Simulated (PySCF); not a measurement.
B(H)(OAc)(OH) (C₂H₅BO₃), SMILES CC(=O)OBO.

Coordinates come from a PBE-D3(BJ)/def2-SVP optimisation. This is a generated structure with no PubChem entry under its InChIKey; it may be hypothetical. Other conformers were not sampled.

These are PBE-D3(BJ)/def2-SVP (PySCF) values and carry that method's errors.

Frequencies are harmonic and unscaled.

```tsv
mode	ν (cm⁻¹)	IR (km/mol)	moving atoms (share of kinetic energy)
1	66	3.0	H 47 %, B 27 %, O 22 %
2	110	0.5	H 88 %, O 9 %
3	114	0.2	O 76 %, H 13 %, C 10 %
4	181	0.3	O 60 %, H 18 %, C 12 %, B 11 %
5	361	1.7	O 51 %, H 20 %, C 18 %, B 10 %
6	449	9.3	O 39 %, H 27 %, B 19 %, C 15 %
7	565	1.3	C 47 %, H 36 %, O 16 %
8	619	18.2	O 41 %, C 38 %, H 17 %
9	650	131.6	H 74 %, O 16 %
10	830	104.8	O 43 %, H 33 %, C 13 %, B 12 %
11	881	17.5	H 58 %, B 31 %, O 10 %
12	950	25.6	H 45 %, C 34 %, O 20 %
13	1002	32.9	H 68 %, O 23 %, C 8 %
14	1007	4.2	H 48 %, C 42 %, O 9 %
15	1051	10.0	H 62 %, O 25 %, C 11 %
16	1177	86.8	H 41 %, B 35 %, O 19 %
17	1203	598.5	C 52 %, O 26 %, H 18 %
18	1322	168.0	H 65 %, C 31 %
19	1385	10.6	H 93 %
20	1395	11.0	H 96 %
21	1398	367.6	B 65 %, O 23 %, H 8 %
22	1823	219.9	C 63 %, O 36 %
23	2628	81.4	H 90 %, B 9 %
24	2991	0.4	H 97 %
25	3073	1.1	H 91 %, C 9 %
26	3128	2.4	H 90 %, C 10 %
27	3699	46.6	H 94 %
```
